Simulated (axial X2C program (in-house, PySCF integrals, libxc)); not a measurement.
# Worked dissociation energy of GdO: PBE0, scalar-relativistic

Computed with an axial X2C code built on PySCF integrals. Spin-free means the one-electron spin-free X2C Hamiltonian. Basis: Gd dyall-cv3z [13s13p10d7f3g], O dyall-av3z [7s6p3d2f] (cores contracted in-house); Gaussian nuclei, density fitting, unrestricted open shells. Masses: Gd 157.924 u, O 15.995 u.

Molecular state: M_S = 4, Λ = 0 (beyond evenly filled blocks: 2 × σα, π+α, π-α, δ+α, δ-α, φ+α, φ-α).

| Item | Value |
| --- | --- |
| E(Gd) (2M_S = 8, M_L = 0) | -11270.585705 hartree |
| E(O) (2M_S = 2, M_L = 0) | -75.075790 hartree |
| E(GdO) at Re | -11345.934483 hartree |
| ωe | 859.1 cm⁻¹ |
| ωexe | 2.4 cm⁻¹ |

Work out De and D0.

De = -11270.585705 + (-75.075790) − (-11345.934483) = 0.27299 hartree = 7.428 eV. The zero-point energy is ωe/2 − ωexe/4 = 429 cm⁻¹ = 0.053 eV, so D0 = 7.375 eV.

The state is one determinant whose occupation by symmetry is held fixed; it was picked as the lowest of a PBE0 search that is not exhaustive. De is counted from the lowest determinant-based energies of the atoms at the same level, without counterpoise correction. PBE0 can misorder states that lie within some tenths of an eV, so this need not be the ground state of the molecule. The nearest other spin-free determinant of the search, M_S = 3, Λ = 0, lies 0.26 eV up at the distance of the search.

Each atomic determinant is the lowest at this level and need not be a pure term. Totals compare only within one Hamiltonian and basis.
